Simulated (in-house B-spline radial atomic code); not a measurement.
A run on an ion of nuclear charge 65 with 65.4 electrons that did not converge. Method: scalar-relativistic (X2C) TPSSh, spin-polarised, spherical fractional occupations, Fermi nucleus of rms radius 5.06 fm; computed with a B-spline radial code for spherical atoms.

Command:
```bash
python run_scf.py task.json out
```
Settings (nuclear radius in fm, mass in u):
```
Z                65
configuration    [Xe] 4f9.4 6s2
hamiltonian      x2c
method           tpssh
spin_polarised   True
nucleus          fermi
rms_radius       5.06
atomic_mass      158.92535
speed_of_light   137.035999084
```

First and last ten iterations of the last attempt (damped for 15 steps, keeping 80 % of the old Fock matrix, then DIIS):
```
 iter        energy (Eh)    residual
    1      -11663.008155    5.52e-01
    2      -11670.833300    1.16e+00
    3      -11689.129052    7.44e-01
    4      -11699.006578    4.63e-01
    5      -11703.958602    3.00e-01
    6      -11706.249653    2.00e-01
    7      -11707.237522    1.25e-01
    8      -11707.652688    8.07e-02
    9      -11707.837660    5.78e-02
   10      -11707.930724    4.29e-02
  111      -11322.881346    1.44e+00
  112      -11322.834438    1.44e+00
  113      -11682.847746    8.71e-01
  114      -11695.393742    5.59e-01
  115      -11702.779916    3.46e-01
  116      -11704.758399    2.58e-01
  117      -11707.502799    8.94e-02
  118      -11664.595089    5.67e-01
  119      -11705.853563    1.44e-01
  120      -11707.974142    3.29e-02
 not converged after 120 iterations
```

The smallest residual met was 1.9e-02; the threshold is about 6e-07. No energy from this run should be used. The likely cause: this method binds the added charge weakly or not at all at the basis-set limit, so charge moves back and forth between the atom and the box. Run time, properties included: 7.1 s on 1 thread of Arm Neoverse V1, with other jobs on the host.
